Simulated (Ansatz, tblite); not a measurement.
Forces on SnEt3Br (C₆H₁₅BrSn) at its PBE-D4/def2-SVP geometry. Total charge 0; singlet.

In the def2 sets Sn takes a core potential; there is no spin–orbit coupling. The xTB rows come from tblite.

GFN1-xTB (tblite), largest force 1.25 eV/Å:

```xyz
23
positions Å, forces eV/Å
Sn   -0.034   -0.020    0.020   -0.833    0.222    0.907
C    -0.392   -2.100   -0.556    0.402   -0.594   -0.146
C    -1.855   -2.381   -0.897   -0.408   -0.089   -0.120
H    -0.046   -2.720    0.297   -0.314    0.273   -0.557
H     0.283   -2.317   -1.412   -0.546    0.032    0.493
H    -2.014   -3.453   -1.145    0.193    0.519    0.160
H    -2.524   -2.131   -0.048    0.439   -0.114   -0.404
H    -2.198   -1.790   -1.772    0.305   -0.259    0.481
C    -0.562    1.451   -1.511   -0.105    0.006   -0.720
C    -0.549    2.885   -0.984    0.015    0.420    0.128
H    -1.568    1.161   -1.880    0.586    0.323    0.190
H     0.148    1.312   -2.355   -0.470    0.251    0.510
H    -0.864    3.608   -1.767    0.129   -0.459    0.322
H    -1.239    3.006   -0.123    0.349   -0.158   -0.476
H     0.462    3.193   -0.644   -0.517   -0.295   -0.203
C     1.891    0.343    0.998    0.633    0.302   -0.181
C     2.012   -0.340    2.360    0.052   -0.211    0.372
H     1.990    1.445    1.085    0.022   -0.688    0.072
H     2.677   -0.001    0.291   -0.405    0.183    0.582
H     2.982   -0.102    2.846   -0.470   -0.041   -0.328
H     1.203   -0.018    3.047    0.407   -0.103   -0.433
H     1.951   -1.445    2.276    0.009    0.614   -0.089
Br   -1.755    0.412    1.872    0.527   -0.134   -0.560
```

GFN2-xTB (tblite), largest force 0.84 eV/Å:

```
Sn -0.521 0.141 0.570
C 0.062 -0.821 -0.187
C -0.354 -0.163 -0.118
H -0.308 0.212 -0.507
H -0.499 0.048 0.452
H 0.200 0.632 0.185
H 0.460 -0.166 -0.462
H 0.307 -0.321 0.513
C -0.218 0.397 -0.706
C -0.014 0.410 0.042
H 0.512 0.331 0.159
H -0.422 0.218 0.481
H 0.163 -0.527 0.412
H 0.374 -0.132 -0.544
H -0.575 -0.276 -0.242
C 0.774 0.241 0.206
C 0.119 -0.154 0.351
H 0.040 -0.620 0.099
H -0.384 0.157 0.523
H -0.573 -0.071 -0.370
H 0.489 -0.121 -0.444
H 0.040 0.671 -0.060
Br 0.329 -0.085 -0.354
```

r2SCAN-D4/def2-TZVP (Ansatz), largest force 0.54 eV/Å:

```
Sn -0.077 0.025 0.078
C 0.385 -0.105 0.076
C -0.407 -0.077 -0.087
H -0.179 0.283 -0.410
H -0.326 0.097 0.393
H 0.090 0.502 0.119
H 0.330 -0.120 -0.406
H 0.178 -0.266 0.413
C -0.067 -0.288 -0.279
C -0.003 0.397 0.147
H 0.479 0.155 0.175
H -0.329 0.080 0.394
H 0.146 -0.353 0.360
H 0.330 -0.067 -0.415
H -0.474 -0.164 -0.160
C 0.119 0.245 -0.297
C 0.024 -0.186 0.379
H -0.038 -0.524 -0.023
H -0.358 0.153 0.339
H -0.450 -0.104 -0.241
H 0.394 -0.150 -0.337
H 0.022 0.518 0.018
Br 0.214 -0.054 -0.234
```
